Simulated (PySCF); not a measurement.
C₆H₆O, SMILES C=C1C=CCC1=O.

Geometry: PBE-D3(BJ)/def2-SVP. Other conformers were not sampled.

Computed with PBE-D3(BJ)/def2-SVP in PySCF.

Harmonic, unscaled wavenumbers; measured fundamentals usually lie a few per cent lower.

| mode | ν (cm⁻¹) | IR (km/mol) | moving atoms (share of kinetic energy) |
|---|---|---|---|
| 1 | 112 | 5.2 | C 48 %, H 32 %, O 21 % |
| 2 | 274 | 0.0 | C 70 %, H 25 % |
| 3 | 278 | 3.4 | C 44 %, O 28 %, H 28 % |
| 4 | 398 | 1.5 | H 48 %, C 44 % |
| 5 | 481 | 0.8 | C 48 %, O 33 %, H 19 % |
| 6 | 595 | 4.8 | C 70 %, O 22 %, H 8 % |
| 7 | 620 | 25.7 | H 83 %, C 16 % |
| 8 | 652 | 1.0 | C 52 %, H 46 % |
| 9 | 702 | 1.0 | C 70 %, O 16 %, H 14 % |
| 10 | 760 | 17.2 | C 79 %, H 18 % |
| 11 | 771 | 14.3 | H 76 %, C 24 % |
| 12 | 898 | 22.5 | H 69 %, C 31 % |
| 13 | 914 | 2.4 | H 58 %, C 42 % |
| 14 | 922 | 4.6 | C 61 %, H 38 % |
| 15 | 951 | 9.0 | C 51 %, H 49 % |
| 16 | 953 | 1.0 | H 71 %, C 29 % |
| 17 | 1041 | 31.2 | H 51 %, C 47 % |
| 18 | 1085 | 15.1 | H 60 %, C 39 % |
| 19 | 1095 | 2.6 | H 82 %, C 17 % |
| 20 | 1223 | 18.3 | H 50 %, C 49 % |
| 21 | 1251 | 23.0 | C 73 %, H 25 % |
| 22 | 1306 | 24.8 | H 59 %, C 41 % |
| 23 | 1348 | 6.5 | H 89 %, C 11 % |
| 24 | 1377 | 5.2 | H 69 %, C 31 % |
| 25 | 1589 | 4.0 | C 92 %, H 8 % |
| 26 | 1659 | 28.1 | C 93 % |
| 27 | 1794 | 139.4 | C 65 %, O 34 % |
| 28 | 2973 | 4.9 | H 94 % |
| 29 | 3013 | 1.5 | H 91 %, C 9 % |
| 30 | 3075 | 3.3 | H 95 % |
| 31 | 3130 | 0.5 | H 92 %, C 8 % |
| 32 | 3150 | 8.6 | H 90 %, C 10 % |
| 33 | 3183 | 0.8 | H 89 %, C 11 % |
